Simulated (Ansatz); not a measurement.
CH$_{4}$BrF, singlet: a pair in one relaxed arrangement.

Input (in.yaml):

```yaml
crystal:
  periodic: [false, false, false]
  atoms:
    - {symbol: Br, position_ang: [0.629344, 0.384713, -2.887601]}
    - {symbol: H, position_ang: [-0.218891, -0.061960, -1.828689]}
    - {symbol: C, position_ang: [-0.038231, -0.044337, 0.992620]}
    - {symbol: F, position_ang: [-0.917780, -0.449247, -0.000903]}
    - {symbol: H, position_ang: [-0.556480, 0.656351, 1.648443]}
    - {symbol: H, position_ang: [0.820836, 0.439210, 0.524317]}
    - {symbol: H, position_ang: [0.281102, -0.924630, 1.551914]}
basis:
  gaussian: {orbitals: "def2-TZVPPD.json"}
hamiltonian: {xc: {name: wB97X-V}}
```

The basis file named in the input lies beside it (Basis Set Exchange, JSON).

Command:

```bash
ansatz run in.yaml --threads 4 --pin off --events-out ev --progress --plain --max-ram 9574MiB
```

What Ansatz 0.2.0 printed:

```
Functional definition: wB97X-V
  name "wB97X-V"
  cite "Mardirossian & Head-Gordon, Phys. Chem. Chem. Phys. 16, 9904 (2014) doi:10.1039/C3CP54374A"
  cite "Becke, J. Chem. Phys. 107, 8554 (1997) doi:10.1063/1.475007"
  cite "Vydrov & Van Voorhis, J. Chem. Phys. 133, 244103 (2010) doi:10.1063/1.3521275"
  parameter omega = 0.3/bohr
  parameter cx = 0.167
  parameter cx1 = 0.603
  parameter cx2 = 1.194
  parameter css0 = 0.556
  parameter css1 = -0.257
  parameter cos0 = 1.219
  parameter cos1 = -1.850
  parameter b = 6.0
  parameter c = 0.01
  exchange = spin_sum(e_x_unif_sr(omega)*poly(b97_u_x, 1 - cx, cx1, cx2)) + cx*exact_x_sr(omega) + exact_x_lr(omega)
  correlation = spin_sum(e_c_pw_same_spin*poly(b97_u_same, css0, css1))
      + integral(e_c_pw_opposite_spin*poly(b97_u_opposite, cos0, cos1)) + vv10(b, c)
1063 factors; their error is unknown
278 factors; integrals over basis functions are off by at most 2.8e-5 eV
mean field evaluation 1: about -73858.1441 eV, gradient 2.4e1 eV
mean field evaluation 2: about -73858.7644 eV, gradient 1.8e1 eV
mean field evaluation 4: about -73859.2154 eV, gradient 1.0e0 eV
mean field evaluation 8: about -73859.4260 eV, gradient 5.3e-1 eV
mean field evaluation 16: about -73859.4262 eV, gradient 1.3e-5 eV
mean field -73859.42622297 eV, -2714.2838499768 hartree, gradient 1.3e-5 eV, S^2 0.000000; 0 other end points of the search recorded, 0 dependent functions left out
reference -73859.42622040 eV, -2714.2838498826 hartree; 27, 27 occupied and 175, 175 virtual orbitals, 1063 factors
Total energy: -73859.42622040 eV, -2714.2838498826 hartree
```

The lines “mean field evaluation” count trial sets of orbitals through the whole run, from several starts and some on an approximate energy, so they need not fall steadily or lie above the final value.

The run took about 4.6 s on 4 CPU threads of an Intel Xeon Platinum 8259CL (shared host).
